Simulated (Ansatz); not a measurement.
`C[SiH2]CCF` → `C[SiH2]C` + `[CH]F` at 500 K and 1 bar (formal loss of a carbene).

Isolated molecules relaxed with PBE0-D4/def2-TZVP in Ansatz; ΔE leaves out vibrations. CCSD(T)/CBS is the MP2 limit (def2-TZVPP, def2-QZVPP) plus CCSD(T) − MP2 in def2-TZVPP, frozen cores. This one scheme is used for every species. Each species was taken in one conformer, which may not be the lowest.

```json
{"species": "`C[SiH2]CCF`", "CCSD(T)/CBS energy (Eh)": "-508.45493", "H − E (kJ/mol)": "346.3", "S (J/(mol·K))": "429.7"}
{"species": "`C[SiH2]C`", "CCSD(T)/CBS energy (Eh)": "-370.01595", "H − E (kJ/mol)": "276.5", "S (J/(mol·K))": "354.4"}
{"species": "`[CH]F`", "CCSD(T)/CBS energy (Eh)": "-138.29972", "H − E (kJ/mol)": "50.0", "S (J/(mol·K))": "241.9"}
```

H − E and S are ideal-gas, rigid-rotor, harmonic terms from PBE0-D4/def2-TZVP, for one conformer and one mirror image of each species. 1 Eh = 2625.50 kJ/mol, R = 8.31446 J/(mol·K).

Question: By hand: ΔE, ΔH, ΔS and ΔG.

Answer: ΔE = (-370.01595) + (-138.29972) − (-508.45493) = 0.13926 Eh = 365.6 kJ/mol. Δ(H − E) = 276.5 + 50.0 − 346.3 = -19.8, so ΔH = 345.8 kJ/mol. ΔS = 354.4 + 241.9 − 429.7 = 166.6 J/(mol·K). ΔG = 345.8 − 500 × (166.6)/1000 = 262.5 kJ/mol.

Question: By hand: the equilibrium constant, and the temperature at which ΔG would vanish if ΔH and ΔS stayed fixed.

Answer: log₁₀ K = −ΔG/(RT ln 10) = -27.4. ΔG = 0 at ΔH/ΔS = 2076 K.

The number of gas molecules changes by +1, which sets the sign of ΔS. A doubt of 5 kJ/mol in ΔE shifts log₁₀ K by 0.5 here. Other conformers and mirror images would add mixing entropy, several J/(mol·K) or more a flexible species. Modes under 60 cm⁻¹, often nearly free rotors, make the harmonic entropy too high. These are equilibria of isolated gas molecules and say nothing of rates. Largest T1 diagnostic: 0.018 (customary marks: 0.02 for closed shells, 0.045 for open ones).
